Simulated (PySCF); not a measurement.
C4H9O, SMILES O[CH]CCC, multiplicity 2. Atoms are numbered in the order given.

```xyz
14

C      2.3625    -0.2523    -0.0189
C      0.9019    -0.3587    -0.4378
C      0.0056     0.6963     0.2398
C     -1.4346     0.5823    -0.1005
O     -2.0359    -0.5540     0.3795
H      2.9845    -1.0164    -0.5114
H      2.7821     0.7350    -0.2755
H      2.4739    -0.3830     1.0704
H      0.5041    -1.3581    -0.1902
H      0.8131    -0.2554    -1.5349
H      0.1222     0.6008     1.3371
H      0.3580     1.7085    -0.0272
H     -1.8222     0.9876    -1.0470
H     -2.9407    -0.5917     0.0463
```
Charge 0, spin multiplicity 2.

Geometry: r2SCAN-D4/def2-SVP. The isomer is the one that the SMILES or the coordinates give; other isomers of the formula were not compared. Other conformers were not sampled.

The numbers are results of PBE0/pcH-1 in PySCF, not measurements.

Unrestricted Kohn–Sham, ⟨S²⟩ = 0.754. Hyperfine tensors hold the contact and dipolar terms, without spin-orbit corrections.

Computed hyperfine couplings:
| nucleus | A(iso) (MHz) | A(iso) (G) | dipolar principal values (MHz) |
|---|---|---|---|
| 13C no. 1 | 2.3 | 0.8 | -1.0, -1.0, 2.0 |
| 13C no. 2 | 61.3 | 21.9 | -5.4, -5.1, 10.5 |
| 13C no. 3 | -23.7 | -8.5 | -1.8, -1.6, 3.4 |
| 13C no. 4 | 178.4 | 63.6 | -74.9, -73.8, 148.6 |
| 17O no. 5 | -19.6 | -7.0 | -62.7, 29.8, 32.9 |
| 1H no. 6 | 4.1 | 1.4 | -1.2, -0.5, 1.7 |
| 1H no. 7 | 0.3 | 0.1 | -1.3, -0.9, 2.2 |
| 1H no. 8 | -0.5 | -0.2 | -1.4, -0.7, 2.1 |
| 1H no. 9 | -4.6 | -1.7 | -4.5, -1.1, 5.7 |
| 1H no. 10 | -3.9 | -1.4 | -4.7, -1.8, 6.5 |
| 1H no. 11 | 41.3 | 14.7 | -5.5, -4.6, 10.0 |
| 1H no. 12 | 11.2 | 4.0 | -5.9, -4.2, 10.0 |
| 1H no. 13 | -32.5 | -11.6 | -33.6, -1.8, 35.4 |
| 1H no. 14 | -9.2 | -3.3 | -12.8, -9.1, 21.9 |
